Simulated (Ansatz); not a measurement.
Compare A (`CB1CS1`) with its isomer B (`BC(=C)S`).

Gas-phase electronic energies from Ansatz, PBE0-D4/def2-TZVP geometries. CCSD(T)/CBS adds triple-zeta CCSD(T) − MP2 to the extrapolated MP2 energy (def2 sets, frozen cores). Functionals use def2-TZVPP. B3LYP here is the variant with VWN-RPA as its local correlation; programs differ in this. Each species was taken in one conformer, which may not be the lowest.

Which is lower in electronic energy at CCSD(T)/CBS, and by how much? (An estimate is asked.)

Ansatz gave: A, by 143.1 kJ/mol.

Give E(B) − E(A) in kJ/mol with BLYP-D4, MP2/def2-TZVPP, r2SCAN-D4, B2PLYP, CCSD(T)/def2-TZVPP, PBE-D4, B3LYP-D4. (Best estimate.)

The calculation gave: BLYP-D4 128.4, MP2/def2-TZVPP 155.7, r2SCAN-D4 158.5, B2PLYP 142.4, CCSD(T)/def2-TZVPP 142.8, PBE-D4 157.4, B3LYP-D4 135.0. None reverses the order clearly.

Does the order hold for the free energy at 298.15 K (harmonic terms from PBE0-D4)? (Best estimate.)

Ansatz gave: Yes: G(B) − G(A) = +129.0 kJ/mol, for one conformer each.

Largest T1 diagnostic: 0.014.

Leaving LDA and LC-ωPBE aside and taking each functional with its dispersion term where it has one, the values, not all of them listed here, spread over 35.2 kJ/mol, from BLYP-D4 to B97M-V. LDA lies +11.9 kJ/mol from PBE without D4. In def2-TZVPP, CCSD(T) changes the Hartree–Fock value by +25.8 kJ/mol (the triples alone add +1.6 kJ/mol) and MP2 by +38.6 kJ/mol.
